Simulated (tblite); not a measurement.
Species: C5H8OSi.
Cartesian coordinates in Å at the GFN2-xTB level; atoms count from 1:
```xyz
15
C5H8OSi angstrom
C     -1.9430    0.8109    0.5445
Si    -1.5179   -0.9347   -0.0527
C     -0.0176   -0.8152   -1.2600
C      1.1051   -0.2423   -0.5915
C      2.0310    0.2269    0.0275
C      3.1174    0.7923    0.7402
O      3.3097    1.9691    0.9240
H     -2.2743    1.4458   -0.2735
H     -2.7383    0.7886    1.2836
H     -1.0793    1.2890    1.0000
H     -1.1382   -1.8113    1.0590
H     -2.6172   -1.5306   -0.8224
H      0.2381   -1.8091   -1.6286
H     -0.2902   -0.1930   -2.1135
H      3.8104    0.0217    1.1415
```

Calculated harmonic vibrations of the isolated species, GFN2-xTB (tblite), most abundant isotopes, no scaling. Errors from tens to a few hundred cm⁻¹ against measured bands are possible. Modes of hydrogen on silicon can be 10 to 20 % off. One conformer, not necessarily the lowest.

Harmonic wavenumbers (cm⁻¹): 41.4, 48.9, 91.1, 125.3, 130.0, 173.2, 228.8, 276.5, 394.6, 454.3, 547.5, 592.6, 657.6, 677.3, 742.0, 765.4, 800.1, 826.9, 829.2, 841.4, 895.3, 1101.9, 1151.4, 1241.0, 1367.0, 1372.8, 1429.3, 1474.2, 1479.0, 1727.1, 2225.0, 2249.2, 2314.6, 2717.3, 2969.8, 2979.7, 3029.4, 3033.2, 3045.2.

A = 4354, B = 899.9, C = 792.4 MHz; mass 112.034 u (most abundant isotopes); point group C1, symmetry number 1.

**Question.** Zero-point energy?

**Answer.** Half the sum of the wavenumbers: 23523 cm⁻¹ = 281.40 kJ/mol.

**Question.** Give the ideal-gas entropy at 400 K and 1 bar in the rigid-rotor, harmonic-oscillator model (classical rotation).

**Answer.** Translation 173.82, rotation 125.12, vibration 166.28: S = 465.2 J/(mol K).

**Question.** And Cp and H(400 K) − H(0)?

**Answer.** Cp = 178.66 J/(mol K), of which vibrations give 145.41 (their classical limit is 39 R = 324.3); H(400 K) − H(0) = 45.51 kJ/mol without the zero-point energy, 32.20 from vibrations.

**Question.** What must be added to the electronic energy to get the Gibbs energy at 400 K and 1 bar?

**Answer.** ZPE + [H(400 K) − H(0)] − T·S = 281.40 + 45.51 − 186.09 = 140.82 kJ/mol.

**Question.** Blend soft modes into free rotors: weight 1/[1 + (100 cm⁻¹/ν̃)⁴] for the oscillator and the rest for a rotor with moment μB/(μ + B), μ = h/(8π²ν), B = 10⁻⁴⁴ kg m². What vibrational entropy results?

**Answer.** 148.85 J/(mol K) in place of 166.28, which changes −T·S at 400 K by +6.97 kJ/mol.

Hindered rotation and anharmonicity are outside this model. Other conformers, if any are populated, would add a mixing term that is left out. The structure is chiral; the term R ln 2 for an equal mix with its mirror image is left out.
